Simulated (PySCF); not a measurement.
**Electric field gradients and quadrupole coupling constants**

Species: C₆H₁₁O (charge -1).
SMILES with atom numbers: `[CH3:1]/[C:2]([O-:3])=[CH:4]\[CH:5]([CH3:6])[CH3:7]` (hydrogens: H8, H9, H10 on C1; H11 on C4; H12 on C5; H13, H14, H15 on C6; H16, H17, H18 on C7)

Structure used (GFN2-xTB), in Å, numbered top down from 1:
```
atom  x, y, z in Å
C1     2.366    0.252    0.307
C2     1.638   -0.648   -0.728
O3     2.373   -1.291   -1.537
C4     0.276   -0.690   -0.688
C5    -0.630    0.067    0.235
C6    -1.708   -0.853    0.827
C7    -1.319    1.245   -0.479
H8     2.182   -0.091    1.327
H9     2.042    1.291    0.226
H10    3.437    0.204    0.113
H11   -0.230   -1.303   -1.427
H12   -0.053    0.480    1.070
H13   -1.241   -1.665    1.381
H14   -2.309   -1.288    0.029
H15   -2.375   -0.309    1.502
H16   -0.568    1.927   -0.873
H17   -1.975    1.800    0.198
H18   -1.914    0.879   -1.315
```

Field gradients from the B3LYP/pcJ-1 density (PySCF, non-relativistic), principal values in atomic units, ordered |Vxx| ≤ |Vyy| ≤ |Vzz|:

| atom | Vxx | Vyy | Vzz |
| --- | --- | --- | --- |
| O3 | 0.1819 | 1.2233 | -1.4052 |

Find the asymmetry η = (Vxx − Vyy)/Vzz and the couplings χ = eQV/h (234.96 MHz × Q in barn × V in au), with Q(17O) = −0.0256 b.

```tsv
atom	environment	nucleus	η	χzz (MHz)	χxx (MHz)	χyy (MHz)
O3	enolate oxygen	17O	0.74	8.45	-1.09	-7.36
```

The tensor is traceless: Vxx + Vyy + Vzz = 0.

What is Vzz at O3 in SI units (1 au = 9.71736 × 10²¹ V/m²)?

-1.4052 au = -13.655 × 10²¹ V/m².

What couplings would deuterons (Q(2H) = 0.00286 b) have in place of the hydrogens, at this geometry?

```tsv
atom	bonded to	bond length (Å)	Vzz (au)	η	χzz (kHz)
H8	C1	1.092	0.3062	0.01	206
H9	C1	1.091	0.3066	0.01	206
H10	C1	1.090	0.3060	0.02	206
H11	C4	1.085	0.3291	0.16	221
H12	C5	1.096	0.2897	0.01	195
H13	C6	1.088	0.3069	0.01	206
H14	C6	1.090	0.3060	0.02	206
H15	C6	1.094	0.3022	0.01	203
H16	C7	1.088	0.3074	0.02	207
H17	C7	1.094	0.3017	0.01	203
H18	C7	1.089	0.3067	0.02	206
```

Isolated species at its GFN2-xTB geometry (one conformer only). The pcJ-1 basis has no diffuse functions, a weakness for an anion. The HOMO energy is positive at this level (+0.76 eV), so the outermost electrons may be held by the finite basis alone. GFN2-xTB bond lengths can be off by several hundredths of an ångström, more for odd bonds, and the gradients follow them. With a basis this small, the couplings can be 20 % off.

These values come from a run that also computed spin–spin couplings. The run took 2.2 min of wall time on one thread of an Arm Neoverse N1, shared host.
